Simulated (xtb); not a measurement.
alpha-methylstyrene (C9H10), singlet, from a rough starting geometry; GFN2-xTB run with xtb.

The xtb input:
```
$ xtb mol.xyz --gfn 2 --opt vtight --json

# file mol.xyz
19

C     -1.91395955    -0.66683373     1.51574608
C     -1.43372979    -0.29639621     0.34742396
C     -2.41364612     0.02695299    -0.77824205
C     -0.00614440    -0.07372757     0.11706913
C      0.47781585     1.14600145    -0.59832727
C      1.79786680     1.32864509    -0.84693402
C      2.81382949     0.38278641    -0.39011611
C      2.32612026    -0.76783424     0.26208224
C      0.96064117    -0.99134063     0.53392025
H     -2.90495900    -0.84629057     1.77287486
H     -1.20750243    -0.84807414     2.35770556
H     -2.46277859     1.09330933    -0.98010973
H     -2.07181344    -0.50517433    -1.65226431
H     -3.42856197    -0.42245964    -0.54959422
H     -0.23746028     1.84245623    -0.92178698
H      2.09315333     2.24906625    -1.38137082
H      3.83914443     0.54827981    -0.60299619
H      3.07959134    -1.43547244     0.56539576
H      0.68687182    -1.88715478     1.11223719
```

Output, abridged:

```
   ID    Z sym.   atoms
    1    6 C      1-9
    2    1 H      10-19

           -------------------------------------------------
          |                Calculation Setup                |
           -------------------------------------------------

           -------------------------------------------------
          |                 G F N 2 - x T B                 |
           -------------------------------------------------

          ...................................................
          :                      SETUP                      :
          :.................................................:
          :  # basis functions                  46          :
          :  # atomic orbitals                  46          :
          :  # shells                           28          :
          :  # electrons                        46          :
          :  max. iterations                   250          :
          :  Hamiltonian                  GFN2-xTB          :
          :  restarted?                      false          :
          :  GBSA solvation                  false          :
          :  PC potential                    false          :
          :  electronic temp.          300.0000000     K    :
          :  accuracy                    1.0000000          :
          :  -> integral cutoff          0.2500000E+02      :
          :  -> integral neglect         0.1000000E-07      :
          :  -> SCF convergence          0.1000000E-05 Eh   :
          :  -> wf. convergence          0.1000000E-03 e    :
          :  Broyden damping             0.4000000          :
          :  net charge                          0          :
          :  unpaired electrons                  0          :
          ...................................................

 iter      E             dE          RMSdq      gap      omega  full diag
   1    -24.7263193 -0.247263E+02  0.425E+00    3.62       0.0  T
   2    -24.7465468 -0.202275E-01  0.254E+00    3.60       1.0  T
   3    -24.7389587  0.758813E-02  0.968E-01    3.62       1.0  T
   4    -24.7478827 -0.892404E-02  0.366E-01    3.57       1.0  T
   5    -24.7492274 -0.134471E-02  0.740E-02    3.58       1.0  T
   6    -24.7493021 -0.746847E-04  0.409E-02    3.58       1.0  T
   7    -24.7493134 -0.112683E-04  0.164E-02    3.58       1.4  T
   8    -24.7493141 -0.712317E-06  0.676E-03    3.58       3.4  T
   9    -24.7493147 -0.648541E-06  0.901E-04    3.58      25.5  T
  10    -24.7493148 -0.629496E-08  0.511E-04    3.58      44.9  T

   *** convergence criteria satisfied after 10 iterations ***

         :::::::::::::::::::::::::::::::::::::::::::::::::::::
         ::                     SUMMARY                     ::
         :::::::::::::::::::::::::::::::::::::::::::::::::::::
         :: total energy             -24.306222930251 Eh    ::
         :: gradient norm              0.152499071682 Eh/a0 ::
         :: HOMO-LUMO gap              3.583790029850 eV    ::
         ::.................................................::
         :: SCC energy               -24.749265848990 Eh    ::
         :: -> isotropic ES            0.002725021430 Eh    ::
         :: -> anisotropic ES          0.005065019364 Eh    ::
         :: -> anisotropic XC          0.019058516608 Eh    ::
         :: -> dispersion             -0.015090113537 Eh    ::
         :: repulsion energy           0.443042918739 Eh    ::
         :: add. restraining           0.000000000000 Eh    ::
         :: total charge              -0.000000000000 e     ::
         :::::::::::::::::::::::::::::::::::::::::::::::::::::

      -----------------------------------------------------------
     |                   =====================                   |
     |                        A N C O P T                        |
     |                   =====================                   |
     |               Approximate Normal Coordinate               |
     |                Rational Function Optimizer                |
      -----------------------------------------------------------
      -----------------------------------------------------------
     |                   =====================                   |
     |                        A N C O P T                        |
     |                   =====================                   |
     |               Approximate Normal Coordinate               |
     |                Rational Function Optimizer                |
      -----------------------------------------------------------

          ...................................................
          :                      SETUP                      :
          :.................................................:
          :   optimization level         verytight          :
          :   max. optcycles                   380          :
          :   ANC micro-cycles                  20          :
          :   degrees of freedom                51          :
          :.................................................:
          :   RF solver                   davidson          :
          :   write xtbopt.log                true          :
          :   linear?                        false          :
          :   energy convergence         0.1000000E-06 Eh   :
          :   grad. convergence          0.2000000E-03 Eh/α :
          :   maxmium RF displ.          1.0000000          :
          :   Hlow (freq-cutoff)         0.1000000E-01      :
          :   Hmax (freq-cutoff)         5.0000000          :
          :   S6 in model hess.         20.0000000          :
          ...................................................

generating ANC from exact Hessian ...
Using Lindh-Hessian (1995)
 Shifting diagonal of input Hessian by    8.1627985299582550E-003
 Lowest  eigenvalues of input Hessian
    0.000000    0.000000    0.000000    0.000000    0.000000    0.000000
    0.010000    0.010977    0.013882    0.016531    0.020177    0.020465
[...]
 * total energy  :   -24.3278574 Eh     change       -0.4167815E-05 Eh
 * total energy  :   -24.3278593 Eh     change       -0.1879077E-05 Eh
 * total energy  :   -24.3278602 Eh     change       -0.8551605E-06 Eh
 * total energy  :   -24.3278607 Eh     change       -0.5539468E-06 Eh
 * total energy  :   -24.3278613 Eh     change       -0.5651766E-06 Eh
 * total energy  :   -24.3278620 Eh     change       -0.7287184E-06 Eh
 * total energy  :   -24.3278623 Eh     change       -0.2576611E-06 Eh
 * total energy  :   -24.3278625 Eh     change       -0.2812230E-06 Eh
 * total energy  :   -24.3278629 Eh     change       -0.3260740E-06 Eh
 * total energy  :   -24.3278631 Eh     change       -0.2697587E-06 Eh
 * total energy  :   -24.3278633 Eh     change       -0.1617202E-06 Eh
 * total energy  :   -24.3278634 Eh     change       -0.8014095E-07 Eh
   *** GEOMETRY OPTIMIZATION CONVERGED AFTER 27 ITERATIONS ***
         :: total energy             -24.327863381969 Eh    ::
[...]
        12        2.0000           -0.4918313             -13.3834
        13        2.0000           -0.4862725             -13.2321
        14        2.0000           -0.4759952             -12.9525
        15        2.0000           -0.4716379             -12.8339
        16        2.0000           -0.4647127             -12.6455
        17        2.0000           -0.4527208             -12.3192
        18        2.0000           -0.4414524             -12.0125
        19        2.0000           -0.4208597             -11.4522
        20        2.0000           -0.4162802             -11.3276
        21        2.0000           -0.4090928             -11.1320
        22        2.0000           -0.4006068             -10.9011
        23        2.0000           -0.3796981             -10.3321 (HOMO)
        24                         -0.2376167              -6.4659 (LUMO)
        25                         -0.2185257              -5.9464
        26                         -0.1752109              -4.7677
        27                         -0.0815268              -2.2185
        28                          0.0920588               2.5050
        29                          0.1213278               3.3015
        30                          0.1292069               3.5159
        31                          0.1531454               4.1673
        32                          0.1672241               4.5504
        33                          0.1784885               4.8569
        34                          0.1924165               5.2359
       ...                                ...                  ...
        46                          0.6773629              18.4320
      -------------------------------------------------------------
                  HL-Gap            0.1420814 Eh            3.8662 eV
             Fermi-level           -0.3086574 Eh           -8.3990 eV

     #   Z          covCN         q      C6AA      α(0)
     1   6 C        2.847    -0.102    30.558     9.060
     2   6 C        2.944     0.016    27.663     8.626
     3   6 C        3.759    -0.106    22.578     6.774
     4   6 C        2.977     0.010    27.778     8.645
     5   6 C        2.925    -0.034    28.854     8.809
     6   6 C        2.919    -0.031    28.771     8.796
     7   6 C        2.920    -0.032    28.791     8.799
     8   6 C        2.918    -0.030    28.749     8.793
     9   6 C        2.926    -0.034    28.856     8.809
    10   1 H        0.926     0.033     2.551     2.498
    11   1 H        0.926     0.034     2.536     2.490
    12   1 H        0.925     0.046     2.374     2.409
    13   1 H        0.925     0.043     2.412     2.429
    14   1 H        0.925     0.042     2.417     2.431
    15   1 H        0.926     0.031     2.569     2.507
    16   1 H        0.926     0.027     2.624     2.533
    17   1 H        0.926     0.028     2.621     2.532
    18   1 H        0.926     0.028     2.614     2.528
    19   1 H        0.926     0.032     2.559     2.501

 Mol. C6AA /au·bohr⁶  :       4032.490600
 Mol. C8AA /au·bohr⁸  :      96915.077933
 Mol. α(0) /au        :        101.969761

Wiberg/Mayer (AO) data.
largest (>0.10) Wiberg bond orders for each atom

 ---------------------------------------------------------------------------
     #   Z sym  total        # sym  WBO       # sym  WBO       # sym  WBO
 ---------------------------------------------------------------------------
     1   6 C    3.990 --     2 C    1.883    10 H    0.976    11 H    0.975
     2   6 C    3.988 --     1 C    1.883     4 C    1.048     3 C    1.018
     3   6 C    3.997 --     2 C    1.018    14 H    0.984    13 H    0.979
                            12 H    0.967
     4   6 C    3.989 --     5 C    1.390     9 C    1.386     2 C    1.048
                             7 C    0.106
     5   6 C    3.992 --     6 C    1.451     4 C    1.390    15 H    0.968
                             8 C    0.108
     6   6 C    3.992 --     5 C    1.451     7 C    1.435    16 H    0.971
                             9 C    0.108
     7   6 C    3.993 --     6 C    1.435     8 C    1.433    17 H    0.972
                             4 C    0.106
     8   6 C    3.993 --     9 C    1.454     7 C    1.433    18 H    0.971
                             5 C    0.108
     9   6 C    3.992 --     8 C    1.454     4 C    1.386    19 H    0.968
                             6 C    0.108
    10   1 H    0.998 --     1 C    0.976
    11   1 H    0.999 --     1 C    0.975
    12   1 H    0.998 --     3 C    0.967
    13   1 H    0.998 --     3 C    0.979
    14   1 H    0.998 --     3 C    0.984
    15   1 H    0.999 --     5 C    0.968
    16   1 H    0.999 --     6 C    0.971
    17   1 H    0.999 --     7 C    0.972
    18   1 H    0.999 --     8 C    0.971
    19   1 H    0.999 --     9 C    0.968
 ---------------------------------------------------------------------------

Topologies differ in total number of bonds
Writing topology from bond orders to xtbtopo.mol

molecular dipole:
                 x           y           z       tot (Debye)
 q only:       -0.110       0.044      -0.129
   full:       -0.099       0.065      -0.140       0.467
molecular quadrupole (traceless):
                xx          xy          yy          xz          yz          zz
 q only:        1.099      -0.431      -0.361       0.833      -0.943      -0.738
  q+dip:        3.282      -0.528      -0.879       0.299      -4.252      -2.403
   full:        1.831      -0.535      -0.511       0.693      -2.033      -1.319

optimized geometry written to: xtbopt.xyz

           -------------------------------------------------
          | TOTAL ENERGY              -24.327863381969 Eh   |
          | GRADIENT NORM               0.000026206122 Eh/α |
          | HOMO-LUMO GAP               3.866232538380 eV   |
           -------------------------------------------------

normal termination of xtb
```
